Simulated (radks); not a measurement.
Results of a calculation; reference values are marked as such.
Problem. Valence configurations of Re (all share [Xe]). Code: a radial shooting solver on a logarithmic mesh with Libxc functionals. Model: scalar-relativistic Kohn-Sham, r2SCAN, spin-polarised, spherical densities, finite nucleus; open shells are filled with parallel spins first (spin-orbit coupling, left out, can overturn this in heavy ions); meta-GGA in the generalised Kohn-Sham scheme; Fermi nuclear charge, rms radius 5.3698 fm. Order these by energy: 4f13 5d5 6s1 6p2; 4f14 5d5 6s1 6p1; 4f14 5d5 6s2; 4f13 5d6 6s2; 4f14 5d5 6p2; 4f13 5d5 6s2 6p1; 4f14 5d6 6s1; 4f14 5d5 6s1.5 6p0.5; 4f11 5d5 6s2 6p3; 4f12 5d5 6s2 6p2.

Solution. From the lowest, in eV above it: 4f14 5d5 6s2 0.000; 4f14 5d5 6s1.5 6p0.5 1.535; 4f14 5d6 6s1 1.849; 4f14 5d5 6s1 6p1 2.400; 4f14 5d5 6p2 8.150; 4f13 5d6 6s2 43.013; 4f13 5d5 6s2 6p1 46.663; 4f13 5d5 6s1 6p2 49.174; 4f12 5d5 6s2 6p2 105.75; 4f11 5d5 6s2 6p3 178.12. NIST lists [Xe] 4f14 5d5 6s2 as the ground configuration; this level of theory agrees among the configurations tried. The energies are those of spherical high-spin densities, not of single terms.
